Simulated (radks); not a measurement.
Results of a calculation; reference values are marked as such.
The praseodymium anion Pr- inside a hard spherical wall (all orbitals vanish at R), configuration held at [Xe] 4f4 6s2 and not refilled when levels cross. Level of theory: scalar-relativistic Kohn-Sham, PBEsol, spin-unpolarised, spherical densities, finite nucleus; Fermi nuclear charge, rms radius 4.8919 fm (a radial shooting solver on a logarithmic mesh with Libxc functionals). Eigenvalues in eV, with the zero of energy where the potential of the charges vanishes at infinity; a dash marks a level that is unbound or too diffuse for the functional's potential to be trusted. A positive occupied level is held by the wall or, in an anion where self-interaction has pushed it up, behind a barrier. The pressure on the wall is -dE/dV.

\begin{tabular}{lrrrrrrrrr}
R (bohr) & E (hartree) & kinetic (hartree) & e(5s) & e(5p) & e(6s) & e(6p, empty) & e(5d, empty) & e(4f) & pressure (GPa) \\ \hline
15 & -9233.3587 & 9804.897 & -34.526 & -17.114 & -0.108 & - & - & 3.422 & 0.0599 \\
12 & -9233.3371 & 9804.892 & -33.276 & -15.925 & 0.545 & - & - & 4.713 & 0.159 \\
10 & -9233.3091 & 9804.939 & -31.954 & -14.663 & 1.285 & - & - & 6.056 & 0.473 \\
7 & -9233.1641 & 9805.299 & -28.188 & -11.105 & 4.251 & 7.390 & 6.434 & 9.937 & 4.95 \\
6 & -9233.0134 & 9805.708 & -26.049 & -9.129 & 6.831 & 11.055 & 8.507 & 12.240 & 14.0 \\
4 & -9231.6740 & 9810.114 & -17.295 & -0.881 & 25.135 & 35.187 & 19.291 & 22.487 & 255 \\
3 & -9227.6692 & 9823.552 & -3.288 & 14.186 & 67.024 & 84.419 & 39.979 & 39.684 & 2100 \\
2 & -9203.0491 & 9896.882 & 55.275 & 82.424 & 250.54 & 283.43 & 128.31 & 95.238 & 35300 \\
1.5 & -9139.9632 & 10074.830 & 191.80 & 235.99 & 601.81 & 647.97 & 304.13 & 181.71 & 249000 \\
\end{tabular}
